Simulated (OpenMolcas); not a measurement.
# Au4+: moving or changing the point charges

Au4+ among 6 point charges of -1.7 e arranged as a trigonal antiprism (D3d), 2.19 Å from the ion, with a polar angle of 62.4° against the regular 54.74°.

```
Program             : OpenMolcas
Method              : CASSCF
Basis               : ANO-RCC-VTZP [8s7p5d3f1g]
Scalar Hamiltonian  : DKH2, point nucleus
Active space        : 7 electrons in 5 orbitals (5d)
State averaging     : 2S+1 = 4 even, 10 roots; 2S+1 = 2 even, 40 roots
Spin-orbit coupling : state interaction with AMFI integrals over the reference wave functions
```

Runs around this geometry, states (labels of D3, the rotations of D3d). Energies in cm-1 above the lowest state or level, χT in cm3 K/mol.

| R (Å) | q (e) | Polar angle / regular | Ground state | First state of that spin | First gap with spin-orbit (degeneracies) | χT at 300 K | First state of another spin |
| --- | --- | --- | --- | --- | --- | --- | --- |
| 2.19 | -1.7 | 1.05 | 4E | 4A2 58.6 | 654.8 (2, 2) | 3.851 | 2E 14584 |
| 2.19 | -1.36 | 1.14 | 4A2 | 4E 100.0 | 473.8 (2, 2) | 4.072 | 2E 15115 |
| 2.04 | -1.7 | 1.14 | 4E | 4A2 319.8 | 711.3 (2, 2) | 3.514 | 2E 12835 |
| 2.19 | -1.7 | 1.14 | 4E | 4A2 71.2 | 560.0 (2, 2) | 3.855 | 2E 14326 |
| 2.35 | -1.7 | 1.14 | 4A2 | 4E 48.6 | 419.0 (2, 2) | 4.189 | 2E 15320 |

The ground state changes within this set.

Without dynamic correlation the repulsion within the d shell is too large (B by tens of per cent), so at a given field states of lower spin stand too high. Point charges give a weaker field than real ligands, and real ions of this kind are as a rule low spin; the high spin found here belongs to the model. Spin-orbit coupling mixes the spin-free states strongly: the lowest level takes only 50 % from its leading state, 4E (figures for R = 2.19, q = -1.7, ratio = 1.05; the like holds for R = 2.19, q = -1.36, ratio = 1.14, R = 2.04, q = -1.7, ratio = 1.14, R = 2.19, q = -1.7, ratio = 1.14, R = 2.35, q = -1.7, ratio = 1.14). An orbital doublet at a regular site is open to a Jahn-Teller distortion, which this geometry leaves out (holds for R = 2.19, q = -1.7, ratio = 1.05). This shell can be high or low spin here, a state of another spin lies low, and with metal d orbitals alone active their balance is uncertain, so the ground spin may be wrong (holds for R = 2.19, q = -1.7, ratio = 1.05; R = 2.04, q = -1.7, ratio = 1.14; R = 2.19, q = -1.7, ratio = 1.14). This is an electrostatic model: the charges have no orbitals. No measured value stands beside these numbers.
